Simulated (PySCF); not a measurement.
C6H6F2O.
Structure used (GFN2-xTB), in Å, numbered top down from 1:
```
atom  x, y, z in Å
F1     2.915   -0.919   -0.121
C2     2.310    0.302   -0.058
C3     0.811    0.174   -0.034
C4     0.148   -0.979   -0.050
C5    -1.344   -1.036    0.019
F6    -1.724   -1.642    1.233
C7    -1.916    0.345   -0.033
C8    -1.137    1.420   -0.018
O9     0.219    1.403   -0.026
H10    2.633    0.875   -0.936
H11    2.665    0.799    0.852
H12    0.687   -1.911   -0.054
H13   -1.772   -1.699   -0.747
H14   -2.987    0.445   -0.023
H15   -1.513    2.432   -0.025
```

NICS is the negative of the GIAO shielding at a point without a nucleus: at the ring centre (0) and 1 Å above and below it (1); zz is the component along the ring normal. Level: GIAO PBE0/pcSseg-1 (PySCF, non-relativistic, gas phase) on the GFN2-xTB geometry, one conformer.

Ring bond lengths (Å), with Mayer bond orders in brackets: C3–C4 1.330 (1.71), C4–C5 1.494 (1.04), C5–C7 1.495 (1.04), C7–C8 1.327 (1.81), C8–O9 1.357 (1.02), O9–C3 1.365 (0.97).

Problem. Give the NICS values of each ring in ppm.

Solution. 
```tsv
ring	type	NICS(0)	NICS(1), two faces	NICS(1)zz, two faces	rms pucker (Å)	centre to ring atoms, mean (Å)
C3–C4–C5–C7–C8–O9	6-membered ring with O; formal bonds 2 double, 4 single	-0.5	-3.9 / -2.0	-4.6 / -0.3	0.02	1.39
```

Problem. What can be read from them?

Solution. 
- C3–C4–C5–C7–C8–O9: mean NICS(1)zz -2.5 ppm, near zero. C5 has four or more neighbours; no verdict on aromaticity is drawn. The two faces differ by 4.3 ppm, so no symmetry operation interchanges them.

Problem. What is the mean of the two in-plane components of NICS at the first NICS(1) probe listed for ring C3–C4–C5–C7–C8–O9, 1 Å off the ring?

Solution. The isotropic value is a third of the trace: (3 × -3.9 − (-4.6))/2 = -3.5 ppm.

Problem. What are the shieldings of the ring atoms and their hydrogens in the same run (means over atoms taken as equivalent)?

Solution. 
```json
{"atoms": "C3", "environment": "vinylic carbon bearing oxygen", "σ isotropic (ppm)": "28.1"}
{"atoms": "C4", "environment": "alkene CH carbon", "σ isotropic (ppm)": "83.1"}
{"atoms": "C5", "environment": "sp3 C–F carbon", "σ isotropic (ppm)": "106.9"}
{"atoms": "C7", "environment": "alkene CH carbon", "σ isotropic (ppm)": "77.1"}
{"atoms": "C8", "environment": "vinylic carbon bearing oxygen", "σ isotropic (ppm)": "36.6"}
{"atoms": "O9", "environment": "cyclic ether oxygen", "σ isotropic (ppm)": "147.1"}
{"atoms": "H12", "environment": "vinylic hydrogen", "σ isotropic (ppm)": "25.80"}
{"atoms": "H13", "environment": "methine hydrogen", "σ isotropic (ppm)": "25.70"}
{"atoms": "H14", "environment": "vinylic hydrogen", "σ isotropic (ppm)": "26.04"}
{"atoms": "H15", "environment": "vinylic hydrogen", "σ isotropic (ppm)": "24.75"}
```
